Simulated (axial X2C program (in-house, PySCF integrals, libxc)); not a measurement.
# Potential curves of SnSe, with spin–orbit coupling

Calculated with an in-house relativistic program for diatomic molecules. Two-component (2c) means X2C with spin–orbit coupling and atomic mean-field two-electron Coulomb and Gaunt terms. Basis: Sn dyall-cv3z [11s12p9d4f1g], Se dyall-cv3z [8s9p6d4f1g] (cores contracted in-house); Gaussian nuclei, density fitting, unrestricted open shells. Masses: Sn 119.902 u, Se 79.917 u.

State: Ω = 0 (closed shell). Energies in eV from the lowest point of each curve. Fits are polynomials in 1 − R0/R over 0.85 to 1.23 times the lowest point R0.

```
 R (Å)    PBE0     PBE
2.0280  1.3364  1.5006
2.1212  0.5505  0.6676
2.1911  0.2157  0.2951
2.2611  0.0446  0.0849
2.3310  0.0000  0.0000
2.4126  0.0678  0.0199
2.4942  0.2297  0.1336
2.5991  0.5319  0.3736
2.7273  0.9873  0.7538
2.9137  1.7185  1.3801
```

Occupations by symmetry block were frozen at the best pattern of an incomplete PBE0 search. Closed shells are restricted here (equal orbitals for both partners); the stretched side of such a curve lies too high.

(1) Fit the PBE0 curve near its minimum: give the equilibrium distance and the harmonic wavenumber.

(2) What are Re and ωe at the PBE level?

Answers

(1) At PBE0, 2c: Re = 2.325 Å, ωe ≈ 337 cm⁻¹; Be follows as 0.065 cm⁻¹.

(2) At PBE, 2c: Re = 2.356 Å, ωe ≈ 316 cm⁻¹; Be follows as 0.0633 cm⁻¹.
